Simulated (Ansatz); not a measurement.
Relaxation of C₂H₁₀ClNSi₂ (16 atoms, charge 0, multiplicity 1), to a largest force component of 0.015 eV/Å in at most 40 steps.

Level of theory: Ansatz, RKS PBE0-D4/6-31G*.

```xyz
16
Properties=species:S:1:pos:R:3
C -0.263 -1.311 1.444
Si -0.054 -0.494 -0.229
Si 2.165 -0.569 -0.771
Cl -1.077 -1.523 -1.628
C -0.579 1.296 -0.298
N -1.994 1.472 0.078
H 0.049 -2.307 1.449
H -1.331 -1.238 1.704
H 0.243 -0.714 2.254
H 2.695 -1.972 -0.743
H 2.967 0.197 0.272
H 2.459 0.050 -2.074
H -0.468 1.748 -1.295
H -0.004 1.899 0.441
H -2.396 0.542 0.295
H -2.066 2.062 0.927
```

Task: Where does it end, and by what steps?

Result: It converged. After 10 steps the energy has fallen by 0.531 eV; H15 moved furthest, 0.94 Å.

| step | energy less start (eV) | largest force component (eV/Å) | accepted |
| --- | --- | --- | --- |
| 0 | 0.0000 | 2.928 | yes |
| 1 | -0.3112 | 0.753 | yes |
| 2 | -0.3719 | 0.332 | yes |
| 3 | -0.4071 | 0.444 | yes |
| 4 | -0.4628 | 0.196 | yes |
| 5 | -0.4902 | 0.126 | yes |
| 6 | -0.4994 | 0.998 | yes |
| 7 | -0.5256 | 0.153 | yes |
| 8 | -0.5272 | 0.090 | yes |
| 9 | -0.5305 | 0.052 | yes |
| 10 | -0.5309 | 0.007 | yes |

```xyz
16
Properties=species:S:1:pos:R:3
C -0.253 -1.182 1.560
Si 0.040 -0.412 -0.128
Si 2.266 -0.621 -0.821
Cl -1.148 -1.478 -1.490
C -0.610 1.374 -0.173
N -2.033 1.527 0.132
H 0.003 -2.246 1.557
H -1.304 -1.093 1.855
H 0.362 -0.687 2.321
H 2.690 -2.050 -0.845
H 3.157 0.115 0.125
H 2.448 -0.040 -2.181
H -0.418 1.810 -1.160
H -0.031 1.983 0.536
H -2.586 0.975 -0.520
H -2.237 1.163 1.059
```

Whether the end is a true minimum wasn't checked by a vibrational analysis.

The run took 75 s on 2 threads of Intel(R) Xeon(R) Platinum 8259CL CPU @ 2.50GHz (Skylake/Cascade Lake), on a shared host, peak memory 0.36 GiB.
